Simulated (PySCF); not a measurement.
Isomers of C4H4F3N3, one GFN2-xTB conformer each. Single-point energies are computed at PBE0/pcSseg-1 (PySCF, gas phase, no added dispersion term), electronic only.

Task: Rank them by PBE0/pcSseg-1 energy, lowest first (kJ/mol).
A. `Cn1nncc1C(F)(F)F`
B. `Cc1nn[nH]c1C(F)(F)F`
C. `[F:1][C:2]([F:3])([F:4])[CH2:5][n:6]1[n:7][cH:8][cH:9][n:10]1` with C2–C5–N6–N7 -89°
D. `c1(cn(nn1)C)C(F)(F)F`

Result: C (0.0), B (6.9), D (22.7), A (25.1).

Neighbours under 10 kJ/mol apart (FC(F)(F)Cn1nccn1 and Cc1nn[nH]c1C(F)(F)F; Cn1cc(C(F)(F)F)nn1 and Cn1nncc1C(F)(F)F) can change places with a better method, another conformer or zero-point energy. GFN2-xTB itself gives, in the same order: 3.7, 11.8, 0.0, 2.2. GFN2-xTB puts Cn1cc(C(F)(F)F)nn1 lowest instead; measured from each level's own lowest isomer, the values differ by up to 22.9 kJ/mol (Cn1nncc1C(F)(F)F: 2.2 against 25.1).

Task: Which frontier levels, dipoles and rotational constants go with these structures?

Result: 
```
             SMILES  HOMO (eV, PBE0/pcSseg-1)  LUMO (eV)  dipole (D)       A, B, C (MHz)
   FC(F)(F)Cn1nccn1                     -8.13      -0.50        2.01  3294, 879.5, 825.3
Cc1nn[nH]c1C(F)(F)F                     -8.03      -0.93        1.72   2208, 1147, 873.2
 Cn1cc(C(F)(F)F)nn1                     -8.25      -0.69        5.95  3279, 822.2, 745.5
   Cn1nncc1C(F)(F)F                     -8.17      -0.94        2.48   2320, 1169, 903.7
```
